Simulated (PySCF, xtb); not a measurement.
CH₃FO₃Si. Atoms are numbered in the order given.

```xyz
9

O      1.1597     1.6569     0.3505
C      1.5128     0.5909     0.7806
O      0.8111    -0.5339     0.7069
Si    -0.7086    -0.6473    -0.0597
O     -1.4689     0.7901    -0.0122
F     -0.3710    -1.1160    -1.5631
H      2.4795     0.4283     1.2984
H     -1.4680    -1.7065     0.6133
H     -0.8439     1.5336    -0.0531
```
Charge 0, spin multiplicity 1.

Geometry: PBE0-D3(BJ)/def2-SVP. The structure was generated by enumeration; whether it is a known compound was not checked. The values are those of a single conformer.

The numbers are results of IEF-PCM-M06-2X/def2-SVP (PySCF 2.14.0), not measurements.

The values are the electrostatic part of the solvation free energy, E(continuum) − E(gas) at the gas-phase geometry, in a cavity of scaled van der Waals radii (PySCF's table); cavitation and dispersion terms are not included. In vacuum the orbital gap is 11.12 eV. The dipole moment in vacuum is 1.96 D.

Computed values in water (ε = 78.36), tetrahydrofuran (ε = 7.43), 1-octanol (ε = 9.86):
```
solvent              ε  ΔG(elec) (kcal/mol)  dipole (D)  gap (eV)
---------------  -----  -------------------  ----------  --------
water            78.36                 -5.3        2.38     11.20
tetrahydrofuran   7.43                 -4.3        2.30     11.19
1-octanol         9.86                 -4.6        2.32     11.19
```

For comparison, GFN2-xTB/ALPB(water) (xtb, at the GFN2-xTB geometry, all terms of that model) gives -2.9 kcal/mol.
